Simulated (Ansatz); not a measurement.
Stepwise reaction of `CCOB(F)F` with hydrogen, as a gas-phase model of exchange steps in deposition or etching. ΔE in kJ/mol; ΔG adds harmonic PBE0-D4 terms to CCSD(T)/CBS, at 1 bar.

Gas-phase electronic energies from Ansatz, PBE0-D4/def2-TZVP geometries. CCSD(T)/CBS adds triple-zeta CCSD(T) − MP2 to the extrapolated MP2 energy (def2 sets, frozen cores). This one scheme is used for every species. DFT in def2-TZVPP. B3LYP here is the variant with VWN-RPA as its local correlation; programs differ in this. One conformer a species, not always the lowest.

```
step                     reaction  PBE-D4  B3LYP-D4  ωB97M-V  CCSD(T)/CBS  ΔG(400 K)
   2  `CCOBF` + H₂ → `BOCC` + H–F   129.8     133.3    133.4        125.6      128.4
```

Give the row of step 1, `CCOB(F)F` + H₂ → `CCOBF` + H–F. (Estimate.)

Computed: 
```json
{"step": "1", "reaction": "`CCOB(F)F` + H₂ → `CCOBF` + H–F", "PBE-D4": "114.7", "B3LYP-D4": "120.7", "ωB97M-V": "121.0", "CCSD(T)/CBS": "114.1", "ΔG(400 K)": "116.9"}
```

By hand: ΔE of the 2 steps together at CCSD(T)/CBS.

(114.1) + (125.6) = 239.7 kJ/mol, or 119.8 kJ/mol a step.

In ΔE each step is higher than the one before. All are uphill at CCSD(T)/CBS. ΔG lies between 116.9 and 128.4 kJ/mol a step. PBE-D4 differs from CCSD(T)/CBS by 0.6 to 4.2 kJ/mol a step. Isolated molecules leave out the surface, adducts and barriers. Largest T1 diagnostic: 0.013.
